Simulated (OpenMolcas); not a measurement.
## P II: effect of the active space

```json
{"Program": "OpenMolcas", "Method": "CASSCF or its RAS form", "Basis": "ANO-RCC-VTZP", "Scalar Hamiltonian": "DKH2, point nucleus", "Spin-orbit coupling": "RASSI with atomic mean-field integrals over the reference wave functions, term energies averaged over their components"}
```

A. 2 electrons in 3 orbitals (3p); 2S+1 = 3 even, 3 roots; 2S+1 = 1 even, 6 roots; cost of the order of 1.6 core-seconds
B. 4 electrons in 4 orbitals (3s 3p); 2S+1 = 3 even, 3 roots; 2S+1 = 1 even, 6 roots; 2S+1 = 5 odd, 1 root; 2S+1 = 3 odd, 9 roots; 2S+1 = 1 odd, 8 roots; cost roughly 9 core-seconds
C. 4 electrons in 8 orbitals (3s 3p 4s 4p); 2S+1 = 3 even, 3 roots; 2S+1 = 1 even, 9 roots; 2S+1 = 5 odd, 1 root; 2S+1 = 3 odd, 9 roots; 2S+1 = 1 odd, 8 roots; cost roughly 13 core-seconds
D. 4 electrons in 9 orbitals (RAS2 3s 3p; RAS3 3d, at most 2 electrons); 2S+1 = 3 even, 6 roots; 2S+1 = 1 even, 11 roots; 2S+1 = 5 odd, 1 root; 2S+1 = 3 odd, 8 roots; 2S+1 = 1 odd, 8 roots; cost of the order of 30 core-seconds

Energies in cm-1 above 3s2 3p2 3P0, the measured ground level; measured values from NIST Handbook of Basic Atomic Spectroscopic Data.

```tsv
Level	A	B	C	D	Measured
3s2 3p2 3P0	0.0	0.0	0.0	0.0	0.0
3s2 3p2 3P1	145	144	139	143	165
3s2 3p2 3P2	420	414	400	415	469
3s2 3p2 1D2	11618	11677	12925	10708	8882
3s2 3p2 1S0	28387	20875	21655	24480	21576
```

Deviations, from unrounded energies. A percentage is the sum of absolute deviations over the sum of measured energies, with the sign that they share, or ± where signs differ.

```
                        Against measurement  Levels      A      B      C      D
             mean absolute deviation (cm-1)       4   2400    890   1100   1200
      fine structure of the ground term (%)       2  -10.9  -11.9  -15.1  -12.0
other terms of the ground configuration (%)       2  +31.3  ±11.5  +13.5  +15.5
```

B lies closest to measurement on these levels and A furthest from it. The largest miss of B in the table is 3s2 3p2 1D2, by +2800 cm-1. The ranking rests on the paired levels alone, and a cruder setting can come out closer through cancelling errors.

Among A to D the level of the table that moves most is 3s2 3p2 1S0, by 7500 cm-1 (lowest in B, highest in A).

Without dynamic correlation excited terms often stand tens of per cent too high (terms of higher spin than the ground term too low), and those without a measured partner can miss by more than the paired ones. With the s shell closed, the reference lacks s² → p² mixing (holds for A). The run also gave levels led by 3s2 3p 4p, 3s2 3p 4s, which use shells meant for correlation; these and all levels above them are left out (holds for C). The run also gave levels led by 3s 3p2 3d, 3s2 3p 3d, which use shells meant for correlation; these and all levels above them are left out (holds for D). Computed and measured levels are paired by configuration, term and J; levels that our copy of the source lacks, or whose pairing is in doubt (as where it misses far off the trend of its configuration), stay unpaired and out of the deviations. Only configurations of the active space appear. The table leaves out levels that lie high or whose names do not pair safely across all columns.
